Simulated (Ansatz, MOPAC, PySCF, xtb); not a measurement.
Noncovalent pair: GeH4 (SMILES [GeH4]) (first 5 atoms) with CH2O2 (SMILES O=CO); geometry from B3LYP-D3(BJ)/def2-TZVP, rigid monomers moved along the line of their centres of mass till H5···H10 is 2.69 Å.
(charge 0, multiplicity 1):
```xyz
10

Ge    -0.2849     0.1427     0.1368
H     -0.8139    -0.2185    -1.2618
H     -0.6826     1.5760     0.4963
H      1.2322    -0.0508     0.1921
H     -0.9535    -0.8310     1.1351
O      0.9584     0.9021     3.9550
C      0.5349     0.2396     4.8604
O     -0.3381    -0.7690     4.7406
H      0.8085     0.3728     5.9148
H     -0.5629    -0.8638     3.7962
```

Monomers are frozen at their geometry in the pair; levels with a basis set take the counterpoise correction.

Rows in 6-31G* carry no dispersion term and start afresh at each structure (6-31G* with six Cartesian d functions); the Pople sets are all-electron and without relativity. The state that AM1 reach isn't checked.

Programs: Ansatz (a quantum-chemistry and plane-wave program); MOPAC for AM1 (differences of heats of formation); PySCF for 6-31G* rows, the dispersion terms; xtb for the GFN methods. 

Q: One of these levels gives -2.3 kJ/mol for the interaction energy. Which one is it?
A. PBE0-D3(BJ)/def2-TZVPPD
B. HF/6-31G*
C. AM1
D. GFN2-xTB

A: B, HF/6-31G*. The others give 0.0 (AM1), -8.4 (GFN2-xTB), -6.3 (PBE0-D3(BJ)/def2-TZVPPD)
